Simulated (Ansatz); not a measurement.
Ansatz (a program for electronic structure) input:

Ansatz 0.2 input:
```yaml
crystal:
  periodic: [false, false, false]
  atoms:
    - {symbol: Si, position_ang: [-1.53619033, 0.29221664, -0.40696884]}
    - {symbol: As, position_ang: [0.71875004, -0.13014525, 0.20687279]}
    - {symbol: H, position_ang: [-1.78935326, 1.75630085, -0.29774002]}
    - {symbol: H, position_ang: [-2.42810929, -0.40119054, 0.56423249]}
    - {symbol: H, position_ang: [1.29611773, 0.41542681, -1.09383569]}
    - {symbol: H, position_ang: [0.70925816, -1.56677673, -0.30189512]}
basis:
  gaussian:
    orbitals: STO-3G
magnetization: {spin_polarized: true, initial_magnetization: 1}
correlation: {method: fci, electrons: outside_noble_gas}
```

**Question.** Which total energy does the run end on?

**Answer.** -2497.26665 Eh (FCI/STO-3G). The basis has 31 functions.

It need not be the lowest isomer of its formula.
